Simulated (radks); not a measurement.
Task: Radial electron density D(r) = 4 pi r^2 rho(r) of an atom or ion with 61 electrons. All-electron calculation, Dirac Kohn-Sham, PBE, spin-unpolarised, spherical densities, finite nucleus; Fermi nuclear charge, rms radius of each element as measured or else 0.836 A^(1/3) + 0.57 fm. Program: a radial shooting solver on a logarithmic mesh with Libxc functionals.

```
   r/bohr * D(r) (the largest magnitude, 110, reaches the edge; | marks zero)
0.0009009 | *
 0.001192 |  *
 0.001577 |   *
 0.002087 |      *
 0.002739 |         *
 0.003624 |              *
 0.004795 |                    *
 0.006345 |                           *
 0.008328 |                                  *
  0.01102 |                                        *
  0.01458 |                                           *
  0.01929 |                                         *
  0.02552 |                                      *
   0.0335 |                                      *
  0.04433 |                                             *
  0.05865 |                                                      *
   0.0776 |                                                      *
   0.1019 |                                             *
   0.1348 |                                          *
   0.1783 |                                                 *
   0.2359 |                                          *
   0.3097 |                        *
   0.4098 |                     *
   0.5422 |                        *
   0.7174 |                *
   0.9416 |        *
    1.246 |     *
    1.648 |  *
    2.181 |*
    2.863 *
    3.788 *
    5.012 *
```

What is the nuclear charge?

Result: Z = 64. The innermost maximum, from 1s, lies near gamma/Z bohr with gamma = sqrt(1 - (Z/c)^2) = 0.884, here 0.0138 bohr (found: 0.0153), and its height grows with Z. The density is that of the gadolinium ion Gd3+ in [Xe] 4f7; the configuration itself is not fixed sharply by these data, and Z only to a few units. D(r) has 4 maxima, at r = 0.0153, 0.0677, 0.189, 0.517 bohr, and minima at 0.0295, 0.123, 0.372 bohr, inside which lie 2.02, 11.15, 29.39 electrons.
